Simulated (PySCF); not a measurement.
**Tl²⁺ (thallium, charge +2): UHF calculation**

Configuration: [Xe] 4f14 5d10 6s1, 2S determinant. Calculation: PySCF 2.14, in aug-cc-pVTZ-DK3 (9s8p6d3f, 84 functions); scalar relativity by spin-free X2C-1e.

| Item | Value |
| --- | --- |
| Total energy | -20240.884621 hartree |
| One-electron energy | -27671.3806 hartree |
| Hartree (Coulomb) energy | 7811.4634 hartree |
| Exchange energy | -380.9674 hartree |
| ⟨S²⟩ | 0.7512 |
| ⟨L²⟩ | 0.000 |
| Sum of ⟨r⟩ | 41.46 bohr |
| Sum of ⟨r²⟩ | 44.03 bohr² |
| Langevin diamagnetic susceptibility | -34.9 ×10⁻⁶ cm³/mol |

| shell | electrons | mean orbital energy (eV) | rms radius, mean of both spins (bohr) |
| --- | --- | --- | --- |
| 1s α | 1 | -85988.4 | 0.0184 |
| 1s β | 1 | -85988.3 | 0.0184 |
| 2s α | 1 | -15480.7 | 0.0742 |
| 2s β | 1 | -15480.7 | 0.0742 |
| 2p α | 3 | -13381.3 | 0.0684 |
| 2p β | 3 | -13381.3 | 0.0684 |
| 3s α | 1 | -3779.9 | 0.189 |
| 3s β | 1 | -3779.8 | 0.189 |
| 3p α | 3 | -3163.0 | 0.192 |
| 3p β | 3 | -3163.0 | 0.192 |
| 3d α | 5 | -2491.1 | 0.176 |
| 3d β | 5 | -2491.1 | 0.176 |
| 4s α | 1 | -895.82 | 0.416 |
| 4s β | 1 | -895.65 | 0.416 |
| 4p α | 3 | -689.15 | 0.443 |
| 4p β | 3 | -689.09 | 0.443 |
| 4d α | 5 | -435.74 | 0.471 |
| 4d β | 5 | -435.71 | 0.471 |
| 5s α | 1 | -170.51 | 0.943 |
| 5s β | 1 | -170.13 | 0.943 |
| 4f α | 7 | -156.33 | 0.510 |
| 4f β | 7 | -156.30 | 0.510 |
| 5p α | 3 | -111.43 | 1.08 |
| 5p β | 3 | -111.32 | 1.08 |
| 5d α | 5 | -40.635 | 1.45 |
| 5d β | 5 | -40.241 | 1.45 |
| 6s α | 1 | -28.408 | 2.49 |

Spin-orbit coupling, which splits the p, d and f shells strongly at this Z, is absent.

Densities and radii are taken from the X2C orbitals without a picture-change correction, which distorts them close to the nucleus.
